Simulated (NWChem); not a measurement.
hydrogen telluride (H$_{2}$Te); SMILES [TeH2]

def2 effective core potentials on Te; no spin-orbit coupling.

Task: Give the equilibrium geometry at PBE0/def2-SVP with def2 effective core potentials on Te (NWChem) as a Z-matrix, with the point group.

Result: point group C2v; any orientation.
```
Te
H 1 1.6629
H 1 1.6629 2 90.26
```
